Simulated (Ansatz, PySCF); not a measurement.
The PySCF input:
```python
from pyscf import gto, scf, dft

mol = gto.Mole()
mol.atom = '''
    C    -0.756203   -2.504836   -1.201438
    O    -0.953346   -1.089977   -1.034446
    Ge   -0.329092    0.001185    0.095410
    O    -0.955006    1.579692    0.077854
    C    -1.869008    2.204685   -0.843316
    O     0.284054   -0.642925    1.542560
    C     0.653257   -0.002602    2.775962
    O     1.615208    0.522322   -0.887198
    C     2.886301   -0.117889   -0.700728
    H    -0.717662   -3.025229   -0.245822
    H    -1.618591   -2.847147   -1.773228
    H     0.157738   -2.689507   -1.764019
    H    -2.130869    3.153529   -0.375421
    H    -2.765257    1.603486   -0.985443
    H    -1.391080    2.382536   -1.805200
    H     1.622017    0.485239    2.678034
    H    -0.094508    0.722121    3.093520
    H     0.716613   -0.810062    3.505274
    H     1.749950    1.429698   -1.192064
    H     3.519512    0.464696   -0.031191
    H     2.696338   -1.095087   -0.261441
    H     3.373382   -0.241246   -1.669162
'''
mol.basis = 'sto-3g'
mol.charge = 1
mol.spin = 0
mol.verbose = 4
mol.build()

mf = dft.RKS(mol)
mf.xc = 'blyp'
mf.grids.atom_grid = (99, 590)
mf.grids.prune = None
mf.kernel()
```

**Question.** Give the equivalent Ansatz (an electronic-structure program) input.

**Answer.** Several could match; the one computed here: 
Ansatz 0.2 input:
```yaml
crystal:
  periodic: [false, false, false]
  atoms:
    - {symbol: C, position_ang: [-0.75620268, -2.50483617, -1.20143842]}
    - {symbol: O, position_ang: [-0.95334582, -1.08997745, -1.03444592]}
    - {symbol: Ge, position_ang: [-0.32909205, 0.00118549, 0.09541012]}
    - {symbol: O, position_ang: [-0.95500586, 1.57969193, 0.07785395]}
    - {symbol: C, position_ang: [-1.86900847, 2.20468459, -0.84331554]}
    - {symbol: O, position_ang: [0.28405423, -0.64292465, 1.54255969]}
    - {symbol: C, position_ang: [0.65325676, -0.00260192, 2.77596223]}
    - {symbol: O, position_ang: [1.61520807, 0.52232176, -0.88719819]}
    - {symbol: C, position_ang: [2.88630068, -0.11788913, -0.70072773]}
    - {symbol: H, position_ang: [-0.71766171, -3.02522900, -0.24582214]}
    - {symbol: H, position_ang: [-1.61859105, -2.84714657, -1.77322782]}
    - {symbol: H, position_ang: [0.15773761, -2.68950665, -1.76401873]}
    - {symbol: H, position_ang: [-2.13086936, 3.15352902, -0.37542129]}
    - {symbol: H, position_ang: [-2.76525717, 1.60348615, -0.98544268]}
    - {symbol: H, position_ang: [-1.39107970, 2.38253616, -1.80520031]}
    - {symbol: H, position_ang: [1.62201652, 0.48523853, 2.67803386]}
    - {symbol: H, position_ang: [-0.09450780, 0.72212117, 3.09352047]}
    - {symbol: H, position_ang: [0.71661317, -0.81006239, 3.50527449]}
    - {symbol: H, position_ang: [1.74994974, 1.42969825, -1.19206434]}
    - {symbol: H, position_ang: [3.51951176, 0.46469577, -0.03119127]}
    - {symbol: H, position_ang: [2.69633838, -1.09508651, -0.26144085]}
    - {symbol: H, position_ang: [3.37338232, -0.24124648, -1.66916233]}
basis:
  gaussian:
    orbitals: STO-3G
hamiltonian:
  xc: blyp
total_charge: 1
accuracy: high
```

Both were run: PySCF gave -2507.671045 Eh and Ansatz -2507.671045 Eh, 0.000 mEh apart.
